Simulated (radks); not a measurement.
Coherent X-ray form factor from a spherical all-electron density. Calculated with a radial shooting solver on a logarithmic mesh with Libxc functionals: Dirac Kohn-Sham, revPBE, spin-unpolarised, spherical densities, point nucleus.

sin(theta)/lambda (1/angstrom),f0 (electrons)
0.05,59.974
0.1,57.421
0.15,54.188
0.2,50.746
0.25,47.329
0.3,44.097
0.4,38.492
0.5,33.969
0.6,30.216
0.8,24.316
1,20.232
1.25,17.002
1.5,14.783
2,11.063

The species is in the configuration that NIST lists as its ground one. Which atom or ion scatters so?

Answer. The samarium ion Sm+, [Xe] 4f6 6s1. Extrapolating in s^2 from the first two rows gives f0(0) = 60.8, near the electron count 61; among species with that count, the fall with angle is slower the higher Z, and the table is that of Z = 62; from so few rows the species is fixed only to a neighbour or two.
